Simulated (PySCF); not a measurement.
## Diatomic cations of Pb with the alkali metals

HF with double-zeta basis sets in PySCF, for the lowest determinant that a PBE0 search found; no spin–orbit coupling. De refers to high-spin ground-configuration atoms (the charge goes to the atom of lower measured ionisation energy or higher electron affinity, which is not always the lowest computed limit). A positive dipole points towards Pb; it is taken about the centre of mass and depends on that origin.

```
 M               basis  reference  charged atom  state (unpaired electrons)  Re (Å)  ωe (cm⁻¹)  De (eV)   μ (D)
Li  cc-pVDZ/cc-pVDZ-PP        UHF           Li+          triplet (σ ↑, π ↑)   3.132        213      n/a  -10.17
Na  cc-pVDZ/cc-pVDZ-PP        UHF           Na+          triplet (σ ↑, π ↑)   3.518        102      n/a  -11.43
 K            def2-SVP        UHF            K+          triplet (σ ↑, π ↑)   4.127       57.5      n/a  -14.20
Rb            def2-SVP        UHF           Rb+          triplet (σ ↑, π ↑)   4.336       35.9      n/a  -12.72
Cs            def2-SVP        UHF           Cs+          triplet (σ ↑, π ↑)   4.595       28.6      n/a  -11.53
```

The shortest bond is that of LiPb⁺ (3.132 Å), the longest that of CsPb⁺ (4.595 Å).

The rows differ in basis set, which adds steps of its own.

Down a group the atoms grow and get heavier, so bonds lengthen and wavenumbers fall; this series shows no clear exception.

Spin–orbit coupling is left out, which matters for elements this heavy, above all for dissociation energies. Hartree–Fock leaves out correlation, which carries a large part of most bond energies and some tenths to 1 eV of ionisation energies. States were picked by a PBE0 search and need not be the measured ground states.
